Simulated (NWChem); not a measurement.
C$_{2}$H$_{6}$FIn; SMILES [CH3][In]([CH3])[F]

Computed with NWChem. Geometry: optimised at PBE-D3(BJ)/def2-SVP. No frequency run checked for a minimum. def2 effective core potentials on In; no spin-orbit coupling. Hybrids' shares of exact exchange are those that their runs print; pure functionals count as 0. The functionals differ in more than this share.

```
row                    share of exact exchange  orbital gap (eV)
---------------------  -----------------------  ----------------
PBE/def2-SVP                              0.00              4.63
N12/def2-SVP                              0.00              4.70
TPSSh/def2-SVP                            0.10              5.66
B3LYP/def2-SVP                            0.20          withheld
Hartree-Fock/def2-SVP                     1.00             11.93
```

### Question
Fit a straight line of the last column on the one before it, predict the withheld value, and compare with the run.

### Answer

1. Means of the 4 shown rows: x = 0.275, y = 6.730. Slope Σ(x − x̄)(y − ȳ)/Σ(x − x̄)² = 5.093/0.7075 = 7.199; intercept 4.750.
2. The shown rows scatter about the line by 0.116 (root mean square); the largest residual is +0.19, at TPSSh/def2-SVP.
3. At x = 0.20 (B3LYP/def2-SVP; inside the shown range) the line gives 6.19.
4. The run gives 6.12, -0.07 from the line, 0.6 times the scatter.
